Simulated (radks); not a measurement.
Removal energies from the gallium ion Ga12+, [Ar] 3d1, by Delta-SCF beside the eigenvalue of the level emptied. Method: scalar-relativistic Kohn-Sham, r2SCAN, spin-polarised, spherical densities, finite nucleus; meta-GGA in the generalised Kohn-Sham scheme; Fermi nuclear charge, rms radius of each element as measured or else 0.836 A^(1/3) + 0.57 fm; computed with a radial shooting solver on a logarithmic mesh with Libxc functionals. Open shells are filled with parallel spins first.

removed from       final configuration  Delta-SCF (eV)  -eigenvalue (eV)
3d                                [Ar]          356.08            337.03
3p                    [Ne] 3s2 3p5 3d1          433.63            416.10
3s                    [Ne] 3s1 3p6 3d1          486.69            469.26
2p            [He] 2s2 2p5 3s2 3p6 3d1          1526.1            1478.5
